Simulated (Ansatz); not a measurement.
Isolated molecules relaxed with PBE0-D4/def2-TZVP in Ansatz; ΔE leaves out vibrations. CCSD(T)/CBS is the MP2 limit (def2-TZVPP, def2-QZVPP) plus CCSD(T) − MP2 in def2-TZVPP, frozen cores. Functionals use def2-TZVPP. B3LYP here is the variant with VWN-RPA as its local correlation; programs differ in this. For Ge, Na outer-core shells are correlated without core-valence functions, which leaves a few kJ/mol of doubt a bond. Scalar relativity is left out up to krypton. One conformer a species, not always the lowest.

`O[SiH2][GeH2][OH]` + `[Na][SH]` → `O[SiH2][GeH2][SH]` + `[OH][Na]`  (redistribution)

CCSD(T)/CBS gives +39.3 kJ/mol.

Problem. Another level gave +44.8 kJ/mol. Which?
A. PBE/def2-TZVPP
B. B3LYP/def2-TZVPP
C. MP2/def2-TZVPP
D. HF/def2-TZVPP

Solution. A. PBE 44.8, B3LYP 49.3, HF/def2-TZVPP 68.1, MP2/def2-TZVPP 39.7 kJ/mol.

Largest T1 diagnostic among the species: 0.012.

From PBE to PBE0 (25 % exact exchange), in def2-TZVPP and without D4, ΔE moves by +3.0 kJ/mol. In def2-TZVPP, CCSD(T) changes the Hartree–Fock value by −21.8 kJ/mol (the triples alone add −1.7 kJ/mol) and MP2 by −28.4 kJ/mol. The D4 term adds −5.2 kJ/mol with B3LYP and −2.9 kJ/mol with PBE0; it sums over pairs of atoms, weighted by their polarisabilities, and B3LYP, whose exchange is more repulsive, gets the larger term.
